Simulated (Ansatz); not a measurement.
Consider the redistribution: `BC(=C)BO` + `CO[Si](O)(F)F` → `B[Si](O)(F)OC` + `C=C(F)BO`.

Isolated molecules relaxed with PBE0-D4/def2-TZVP in Ansatz; ΔE leaves out vibrations. CCSD(T)/CBS is the MP2 limit (def2-TZVPP, def2-QZVPP) plus CCSD(T) − MP2 in def2-TZVPP, frozen cores. Functionals use def2-TZVPP. One conformer a species, not always the lowest.

`BC(=C)BO`:

Z-matrix (Å, degrees):
```
B
C 1 1.539
H 1 1.204 2 121.7
H 1 1.198 2 120.7 3 180.0
C 2 1.348 1 117.9 3 179.9
B 2 1.565 1 123.7 3 -0.1
H 5 1.089 2 121.9 1 -180.0
H 5 1.088 2 122.0 1 0.0
O 6 1.351 2 122.0 1 0.1
H 6 1.201 2 121.6 1 -179.9
H 9 0.964 6 112.1 2 0.0
```

`CO[Si](O)(F)F`:

Z-matrix (Å, degrees):
```
C
O 1 1.416
H 1 1.094 2 111.2
H 1 1.093 2 110.8 3 -121.6
H 1 1.090 2 107.9 3 119.4
Si 2 1.609 1 126.0 3 51.5
F 6 1.583 2 109.4 1 -49.7
O 6 1.610 2 110.4 1 -173.4
F 6 1.576 2 112.3 1 66.9
H 8 0.957 6 118.5 2 37.0
```

`B[Si](O)(F)OC`:

Cartesian coordinates in Å:
```
B -1.480 -1.233 0.727
Si 0.406 -0.719 0.281
O 1.236 -2.004 -0.274
F 1.040 -0.182 1.654
O 0.579 0.463 -0.831
C 0.161 1.800 -0.657
H -2.370 -0.436 0.669
H -1.757 -2.339 1.080
H 2.031 -1.834 -0.784
H -0.901 1.857 -0.393
H 0.743 2.296 0.125
H 0.312 2.330 -1.598
```

`C=C(F)BO`:

Z-matrix (Å, degrees):
```
C
C 1 1.326
H 1 1.082 2 118.6
H 1 1.084 2 122.5 3 -180.0
F 2 1.362 1 118.8 3 -180.0
B 2 1.557 1 126.5 3 -0.0
O 6 1.347 2 120.4 1 -180.0
H 6 1.195 2 120.9 1 -0.0
H 7 0.964 6 112.4 2 0.0
```

```tsv
species	B2PLYP energy (Eh)
`BC(=C)BO`	-204.65858
`CO[Si](O)(F)F`	-680.21844
`B[Si](O)(F)OC`	-606.29141
`C=C(F)BO`	-278.48325
```

(1) Work out ΔE.

Largest T1 diagnostic among the species: 0.014.

Answers

(1) ΔE = (-606.29141) + (-278.48325) − (-204.65858) − (-680.21844) = 0.10236 Eh = +268.7 kJ/mol. CCSD(T)/CBS gives +274.3 kJ/mol.

From PBE to PBE0 (25 % exact exchange), in def2-TZVPP and without D4, ΔE moves by +15.7 kJ/mol.
